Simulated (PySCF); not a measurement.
PySCF input (PBE/pcSseg-3):

```python
import numpy as np, basis_set_exchange as bse
from pyscf import gto, scf, dft, df
from pyscf.prop.nmr import rks as nmr

basis = {'B': gto.basis.parse(bse.get_basis('pcSseg-3', elements=['B'], fmt='nwchem')), 'H': gto.basis.parse(bse.get_basis('pcSseg-3', elements=['H'], fmt='nwchem'))}
mol = gto.M(
    atom='''
    B    -0.00000000   -0.00000000   -0.20551333
    H     0.00000000    0.00000000    1.02756663
    ''',
    basis=basis,
    charge=0,
    verbose=4,
    max_memory=2160,
)
mf = dft.RKS(mol, xc='pbe')
mf.grids.level = 3
mf.conv_tol = 1e-9
mf.max_cycle = 100
print('smallest overlap eigenvalue', np.linalg.eigvalsh(mol.intor('int1e_ovlp'))[0])
mf.kernel()
dip = mf.dip_moment()
n = nmr.NMR(mf)
n.verbose = 2
n.max_cycle_cphf = 60
sigma = n.kernel()
for i, x in enumerate(sigma):
    print(mol.atom_symbol(i), i + 1, round(x.trace() / 3, 3))
```

Output:

```
PySCF version 2.14.0

[INPUT] verbose = 4
[INPUT] num. atoms = 2
[INPUT] num. electrons = 6
[INPUT] charge = 0
[INPUT] spin (= nelec alpha-beta = 2S) = 0
[INPUT] symmetry False subgroup None
[INPUT] Mole.unit = angstrom
[INPUT] Symbol           X                Y                Z      unit          X                Y                Z       unit  Magmom
[INPUT]  1 B      0.000000000000   0.000000000000  -0.205513330000 AA    0.000000000000   0.000000000000  -0.388363908647 Bohr   0.0
[INPUT]  2 H      0.000000000000   0.000000000000   1.027566630000 AA    0.000000000000   0.000000000000   1.941819505442 Bohr   0.0

nuclear repulsion = 2.1457538362719
number of shells = 31
number of NR pGTOs = 129
number of NR cGTOs = 105
basis = {'B': [[0, [86594.0, 3.05111e-05], [12970.6, 0.000237202], [2951.7, 0.00124641], [836.053, 0.00524374], [272.779, 0.0188482], [98.5332, 0.0590219], [38.5109, 0.157175], [16.2891, 0.311618], [6.18043, 0.5]], [0, [9.5667, 0.136896], [2.92535, 0.5], [1.33841, 0.22848]], [0, [0.422398, 1.0]], [0, [0.166416, 1.0]], [0, [0.0645821, 1.0]], [1, [587.737, 0.00296802], [90.4211, 0.0587795], [21.2377, 0.5]], [1, [6.58132, 1.0]], [1, [2.57179, 1.0]], [1, [1.05508, 1.0]], [1, [0.4538, 1.0]], [1, [0.195464, 1.0]], [1, [0.0834724, 1.0]], [1, [0.0333661, 1.0]], [2, [4.0, 1.0]], [2, [1.05, 1.0]], [2, [0.4, 1.0]], [2, [0.15, 1.0]], [3, [1.2, 1.0]], [3, [0.52, 1.0]], [4, [1.3, 1.0]]], 'H': [[0, [765.363, 0.000337953], [114.768, 0.00262513], [26.1385, 0.0137591], [7.41801, 0.057093], [2.43212, 0.192568], [0.880001, 0.5]], [0, [0.338438, 1.0]], [0, [0.134045, 1.0]], [0, [0.0520726, 1.0]], [1, [39.0, 0.035988], [6.5, 0.5]], [1, [1.55, 1.0]], [1, [0.55, 1.0]], [1, [0.2, 1.0]], [2, [1.95, 1.0]], [2, [0.65, 1.0]], [3, [2.2, 1.0]]]}
ecp = {}
smallest overlap eigenvalue 0.0004172778734460584

******** <class 'pyscf.dft.rks.RKS'> ********
method = RKS
initial guess = minao
damping factor = 0
level_shift factor = 0
DIIS = <class 'pyscf.scf.diis.CDIIS'>
diis_start_cycle = 1
diis_space = 8
diis_damp = 0
SCF conv_tol = 1e-09
SCF conv_tol_grad = None
SCF max_cycles = 100
direct_scf = True
direct_scf_tol = 1e-13
XC library pyscf.dft.libxc version 7.1.2
    S. Lehtola, C. Steigemann, M. J. T. Oliveira, and M. A. L. Marques,  SoftwareX 7, 1–5 (2018)
XC functionals = pbe
    J. P. Perdew, K. Burke, and M. Ernzerhof,  Phys. Rev. Lett. 77, 3865 (1996)
    J. P. Perdew, K. Burke, and M. Ernzerhof,  Phys. Rev. Lett. 78, 1396 (1997)
    J. P. Perdew, K. Burke, and M. Ernzerhof,  Phys. Rev. Lett. 77, 3865 (1996)
    J. P. Perdew, K. Burke, and M. Ernzerhof,  Phys. Rev. Lett. 78, 1396 (1997)
radial grids:
    Treutler-Ahlrichs [JCP 102, 346 (1995); DOI:10.1063/1.469408] (M4) radial grids

becke partition: Becke, JCP 88, 2547 (1988); DOI:10.1063/1.454033
pruning grids: <function nwchem_prune>
grids dens level: 3
symmetrized grids: False
atomic radii adjust function: <function treutler_atomic_radii_adjust>
small_rho_cutoff = 0
Set gradient conv threshold to 3.16228e-05
Initial guess from minao.
tot grids = 23856
init E= -25.1567444808985
  HOMO = -0.216193782064266  LUMO = -0.120317076462019  gap/eV = 2.60894
cycle= 1 E= -25.2382640571059  delta_E= -0.0815  |g|= 0.104  |ddm|= 0.79
  HOMO = -0.198365450139369  LUMO = -0.129442790696179  gap/eV = 1.87548
cycle= 2 E= -25.2410884199474  delta_E= -0.00282  |g|= 0.029  |ddm|= 0.135
  HOMO = -0.201434805809221  LUMO = -0.12706465223064  gap/eV = 2.02371
cycle= 3 E= -25.241302973202  delta_E= -0.000215  |g|= 0.00577  |ddm|= 0.0334
  HOMO = -0.203405286842162  LUMO = -0.128681728420635  gap/eV = 2.03333
cycle= 4 E= -25.2413175312985  delta_E= -1.46e-05  |g|= 0.00154  |ddm|= 0.0184
  HOMO = -0.202958330011709  LUMO = -0.128327533601052  gap/eV = 2.03081
cycle= 5 E= -25.2413185145587  delta_E= -9.83e-07  |g|= 5.96e-05  |ddm|= 0.00347
  HOMO = -0.202935182562874  LUMO = -0.128304941481948  gap/eV = 2.03079
cycle= 6 E= -25.2413185158341  delta_E= -1.28e-09  |g|= 1.02e-05  |ddm|= 0.000111
  HOMO = -0.202937989091579  LUMO = -0.128308645287611  gap/eV = 2.03077
cycle= 7 E= -25.2413185158812  delta_E= -4.71e-11  |g|= 1.86e-06  |ddm|= 2.08e-05
  HOMO = -0.202937873926518  LUMO = -0.128308460395446  gap/eV = 2.03077
Extra cycle  E= -25.241318515882  delta_E= -7.71e-13  |g|= 1.16e-06  |ddm|= 6.54e-06
converged SCF energy = -25.241318515882
Dipole moment(X, Y, Z, Debye): -0.00000,  0.00000,  1.53739
B 1 -272.507
H 2 23.118
```
